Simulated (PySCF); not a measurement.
C7H15PSi.
Cartesian coordinates in Å at the GFN2-xTB level; atoms count from 1:
```
atom  x, y, z in Å
Si1    3.342    0.252    0.771
C2     2.858   -1.118   -0.424
P3     1.375   -1.716   -0.920
C4     0.150   -0.601   -0.035
C5    -1.122   -1.375    0.312
C6    -2.132   -0.461    0.999
C7    -2.464    0.734    0.110
C8    -1.196    1.505   -0.245
C9    -0.191    0.588   -0.935
H10    4.804    0.313    0.792
H11    2.807    1.551    0.346
H12    2.847   -0.043    2.121
H13    3.693   -1.643   -0.877
H14    0.610   -0.231    0.888
H15   -1.559   -1.780   -0.604
H16   -0.878   -2.218    0.964
H17   -1.712   -0.105    1.943
H18   -3.043   -1.020    1.227
H19   -2.940    0.381   -0.807
H20   -3.170    1.392    0.621
H21   -0.748    1.908    0.667
H22   -1.441    2.345   -0.899
H23   -0.619    0.221   -1.873
H24    0.719    1.142   -1.177
```

NICS = −σ at a ghost point: NICS(0) at the centroid of the ring atoms, NICS(1) 1 Å to either side along the normal of their mean plane, zz for the tensor component along that normal. Level: GIAO PBE0/pcSseg-1 (PySCF, non-relativistic, gas phase) on the GFN2-xTB geometry, one conformer.

Ring bond lengths (Å), with Mayer bond orders in brackets: C4–C5 1.529 (1.00), C5–C6 1.526 (1.04), C6–C7 1.526 (1.04), C7–C8 1.526 (1.04), C8–C9 1.526 (1.04), C9–C4 1.529 (0.98).

Task: What do the NICS probes read (ppm)?

Result: 
```
             ring                                            type  NICS(0)  NICS(1), two faces  NICS(1)zz, two faces  rms pucker (Å)  centre to ring atoms, mean (Å)
C4–C5–C6–C7–C8–C9  6-membered carbocycle; formal bonds all single     -2.1         -2.1 / -2.3             3.1 / 3.1            0.24                            1.47
```

Task: What do they say, and how far can they be read as aromaticity?

Result: 
- C4–C5–C6–C7–C8–C9: mean NICS(1)zz 3.1 ppm, deshielded. C4, C5, C6, C7, C8, C9 have four or more neighbours, so the value isn't read as a sign of a π ring current.

Task: What are the shieldings of the ring atoms and their hydrogens in the same run (means over atoms taken as equivalent)?

Result: 
```
   atoms                     environment  σ isotropic (ppm)
      C4  sp3 carbon bound to phosphorus              133.5
 C5 (×2)                 ring CH2 carbon              153.2
 C6 (×2)                 ring CH2 carbon              156.1
      C7                 ring CH2 carbon              157.0
     H14                methine hydrogen              29.45
H15 (×2)              methylene hydrogen              30.30
H16 (×2)              methylene hydrogen              29.90
H17 (×2)              methylene hydrogen              30.34
H18 (×2)              methylene hydrogen              29.80
     H19              methylene hydrogen              30.46
     H20              methylene hydrogen              29.92
```
